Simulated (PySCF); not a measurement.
C$_{4}$H$_{5}$N, charge -1, doublet, at a GFN2-xTB geometry (a state made from the parent by changing its charge; the spin is typed, not shown lowest) (in this run its highest filled SCF level lies above zero, so its values depend strongly on the basis, on diffuse functions most of all); WB97X/cc-pVDZ run with PySCF.

The PySCF input:
```python
from pyscf import gto, scf, dft

mol = gto.Mole()
mol.atom = '''
    C    -0.04995486   -1.07906447    0.56123814
    C    -1.15502101   -0.30673478    0.23174145
    C    -0.71018762    0.82084237   -0.47439752
    N     0.73369944    0.83310904   -0.50790060
    C     1.09703458   -0.44222352    0.06446047
    H    -0.06038837   -2.05008844    1.04625134
    H    -2.19607247   -0.55746084    0.40945613
    H    -1.23666393    1.76188197   -0.60695401
    H     1.14387859    1.64255790    0.01376257
    H     2.12212363   -0.58557148    0.39453298
'''
mol.basis = 'cc-pvdz'
mol.charge = -1
mol.spin = 1
mol.verbose = 4
mol.build()

mf = dft.UKS(mol)
mf.xc = 'wb97x'
mf.kernel()
```

Task: What does PySCF print? Leave out banner, timings and long lists.

Result: 
```
PySCF version 2.14.0

[INPUT] verbose = 4
[INPUT] num. atoms = 10
[INPUT] num. electrons = 37
[INPUT] charge = -1
[INPUT] spin (= nelec alpha-beta = 2S) = 1
[INPUT] symmetry False subgroup None
[INPUT] Mole.unit = angstrom
[INPUT] Symbol           X                Y                Z      unit          X                Y                Z       unit  Magmom
[INPUT]  1 C     -0.049954860000  -1.079064470000   0.561238140000 AA   -0.094401003991  -2.039136319049   1.060586375260 Bohr   0.0
[INPUT]  2 C     -1.155021010000  -0.306734780000   0.231741450000 AA   -2.182673377019  -0.579644727079   0.437927872210 Bohr   0.0
[INPUT]  3 C     -0.710187620000   0.820842370000  -0.474397520000 AA   -1.342060098857   1.551167270739  -0.896481386973 Bohr   0.0
[INPUT]  4 N      0.733699440000   0.833109040000  -0.507900600000 AA    1.386490999347   1.574347917499  -0.959793032502 Bohr   0.0
[INPUT]  5 C      1.097034580000  -0.442223520000   0.064460470000 AA    2.073094905377  -0.835681338641   0.121812634161 Bohr   0.0
[INPUT]  6 H     -0.060388370000  -2.050088440000   1.046251340000 AA   -0.114117480409  -3.874105682737   1.977128490059 Bohr   0.0
[INPUT]  7 H     -2.196072470000  -0.557460840000   0.409456130000 AA   -4.149975517997  -1.053448312770   0.773759945724 Bohr   0.0
[INPUT]  8 H     -1.236663930000   1.761881970000  -0.606954010000 AA   -2.336956135828   3.329474387109  -1.146976849107 Bohr   0.0
[INPUT]  9 H      1.143878590000   1.642557900000   0.013762570000 AA    2.161617254854   3.103984574741   0.026007488070 Bohr   0.0
[INPUT] 10 H      2.122123630000  -0.585571480000   0.394532980000 AA    4.010232463168  -1.106569723556   0.745559279309 Bohr   0.0

nuclear repulsion = 157.993249035619
number of shells = 40
number of NR pGTOs = 165
number of NR cGTOs = 95
basis = cc-pvdz
ecp = {}

******** <class 'pyscf.dft.uks.UKS'> ********
method = UKS
initial guess = minao
damping factor = 0
level_shift factor = 0
DIIS = <class 'pyscf.scf.diis.CDIIS'>
diis_start_cycle = 1
diis_space = 8
diis_damp = 0
SCF conv_tol = 1e-09
SCF conv_tol_grad = None
SCF max_cycles = 50
direct_scf = True
direct_scf_tol = 1e-13
number electrons alpha = 19  beta = 18
XC library pyscf.dft.libxc version 7.1.2
    S. Lehtola, C. Steigemann, M. J. T. Oliveira, and M. A. L. Marques,  SoftwareX 7, 1–5 (2018)
XC functionals = wb97x
    J.-D. Chai and M. Head-Gordon,  J. Chem. Phys. 128, 084106 (2008)
radial grids:
    Treutler-Ahlrichs [JCP 102, 346 (1995); DOI:10.1063/1.469408] (M4) radial grids

becke partition: Becke, JCP 88, 2547 (1988); DOI:10.1063/1.454033
pruning grids: <function nwchem_prune>
grids dens level: 3
symmetrized grids: False
atomic radii adjust function: <function treutler_atomic_radii_adjust>
small_rho_cutoff = 0
Set gradient conv threshold to 3.16228e-05
tot grids = 119416
init E= -211.010680697697

cycle= 1 E= -209.960816623282  delta_E= 1.05  |g|= 0.306  |ddm|= 2.36
cycle= 2 E= -209.996078234116  delta_E= -0.0353  |g|= 0.232  |ddm|= 0.818
cycle= 3 E= -210.022693673661  delta_E= -0.0266  |g|= 0.0253  |ddm|= 0.28
cycle= 4 E= -210.02343115702  delta_E= -0.000737  |g|= 0.0117  |ddm|= 0.0584
cycle= 5 E= -210.023617514128  delta_E= -0.000186  |g|= 0.00698  |ddm|= 0.0276
cycle= 6 E= -210.023698384336  delta_E= -8.09e-05  |g|= 0.00352  |ddm|= 0.0168
cycle= 7 E= -210.023746753974  delta_E= -4.84e-05  |g|= 0.00101  |ddm|= 0.0225
cycle= 8 E= -210.023749413714  delta_E= -2.66e-06  |g|= 0.000521  |ddm|= 0.00496
cycle= 9 E= -210.023749754647  delta_E= -3.41e-07  |g|= 0.00015  |ddm|= 0.00165
cycle= 10 E= -210.023749799596  delta_E= -4.49e-08  |g|= 7.29e-05  |ddm|= 0.000624
cycle= 11 E= -210.023749809613  delta_E= -1e-08  |g|= 2.01e-05  |ddm|= 0.000323
cycle= 12 E= -210.023749810826  delta_E= -1.21e-09  |g|= 8.66e-06  |ddm|= 0.000134
cycle= 13 E= -210.023749810977  delta_E= -1.52e-10  |g|= 4.66e-06  |ddm|= 4.15e-05
Extra cycle  E= -210.023749811024  delta_E= -4.7e-11  |g|= 3.5e-06  |ddm|= 2.75e-05
converged SCF energy = -210.023749811024  <S^2> = 0.77680138  2S+1 = 2.0266242
```
